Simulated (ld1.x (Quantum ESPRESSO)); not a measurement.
# Pseudopotential generation for samarium (Sm): ultrasoft, LDA (PZ), fully relativistic.

Input for ld1.x (Quantum ESPRESSO) 7.5:

```
&input
   title='Sm', zed=62., rel=2, dft='PZ', iswitch=3,
   config='[Xe] 4f6 5d0 6s1 6p0', rel_dist='average',
   nld=7, rlderiv=4.30, eminld=-3.0, emaxld=5.0, deld=0.02
 /
 &inputp
   pseudotype=3, tm=.true., lloc=-2, rcloc=1.50,
   nlcc=.true., rcore=1.00,
   which_augfun='PSQ', rmatch_augfun_nc=.true.,
   file_pseudopw='Sm.UPF', file_wfcaegen='ae.wfc', file_wfcncgen='nc.wfc', file_beta='beta', file_chi='chi', file_wfcusgen='us.wfc'
 /
8
6S  1  0   1.00   0.00  2.40  2.95  0.0
6S  1  0   0.00   1.20  2.40  2.95  0.0
6P  2  1   0.00   0.00  3.25  3.95  0.0
6P  2  1   0.00   1.00  3.25  3.95  0.0
5D  3  2   0.00   0.00  3.20  3.65  0.0
5D  3  2   0.00   2.30  3.20  3.65  0.0
4F  4  3   6.00   0.00  1.10  1.35  0.0
4F  4  3   0.00  -0.30  1.10  1.35  0.0
 &test
   configts(1)='4f6 5d0 6s1 6p0'
 /
```

Command:

```bash
ld1.x < Sm.in > Sm.out
```

Resulting log (shortened: banner, matrices, multipoles, cross overlaps and the repeated all-electron block are left out):

```
[... start of the log left out ...]
       (This warning will only be printed once per wavefunction)

       Zero norm: self consistency problem; state:  5 (l=  0, j=0.5)

     ------------------- End of pseudopotential generation -------------------

     Computing logarithmic derivative in   4.28078
       Zero norm: self consistency problem; state:  5 (l=  0, j=0.5)
       Zero norm: self consistency problem; state:  5 (l=  0, j=0.5)
       Zero norm: self consistency problem; state:  5 (l=  0, j=0.5)
       Zero norm: self consistency problem; state:  5 (l=  0, j=0.5)
       Zero norm: self consistency problem; state:  5 (l=  0, j=0.5)
       Zero norm: self consistency problem; state:  5 (l=  0, j=0.5)
       Zero norm: self consistency problem; state:  5 (l=  0, j=0.5)
       Zero norm: self consistency problem; state:  5 (l=  0, j=0.5)
       Zero norm: self consistency problem; state:  5 (l=  0, j=0.5)
       Zero norm: self consistency problem; state:  5 (l=  0, j=0.5)
       Zero norm: self consistency problem; state:  5 (l=  0, j=0.5)
       Zero norm: self consistency problem; state:  5 (l=  0, j=0.5)
       Zero norm: self consistency problem; state:  5 (l=  0, j=0.5)
       Zero norm: self consistency problem; state:  5 (l=  0, j=0.5)
       Zero norm: self consistency problem; state:  5 (l=  0, j=0.5)
       Zero norm: self consistency problem; state:  5 (l=  0, j=0.5)
       Zero norm: self consistency problem; state:  5 (l=  0, j=0.5)
       Zero norm: self consistency problem; state:  5 (l=  0, j=0.5)
       Zero norm: self consistency problem; state:  5 (l=  0, j=0.5)
       Zero norm: self consistency problem; state:  5 (l=  0, j=0.5)
       Zero norm: self consistency problem; state:  5 (l=  0, j=0.5)
       Zero norm: self consistency problem; state:  5 (l=  0, j=0.5)

 %%%%%%%%%%%%%%%%%%%%%%%%%%%%%%%%%%%%%%%%%%%%%%%%%%%%%%%%%%%%%%%%%%%%%%%%%%%%%%
     Error in routine run_pseudo (1):
     Errors in PS-KS equation
 %%%%%%%%%%%%%%%%%%%%%%%%%%%%%%%%%%%%%%%%%%%%%%%%%%%%%%%%%%%%%%%%%%%%%%%%%%%%%%

     stopping ...
```

The run stopped because the pseudo-atom solver did not find the valence states with the expected number of nodes, which is the usual sign of a ghost state.

The run took about 1.1 s on one core of a shared server CPU.
